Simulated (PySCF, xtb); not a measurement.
Si(Cl)(H)2(OAc) (C2H5ClO2Si), SMILES [SiH2](Cl)OC(=O)C.

GFN2-xTB (xtb) at its own geometry gives an orbital gap of 4.87 eV and a dipole moment of 2.91 D.

Geometry optimised at PBE0-D3(BJ)/def2-SVP. One conformer was computed; it need not be the lowest.

**Question.** What does PBE/def2-TZVP (PySCF) give? (Estimate from the structure and the level; the computed values follow.)

**Answer.** gap 5.21 eV (levels -6.67 and -1.45 eV), dipole 2.40 D.
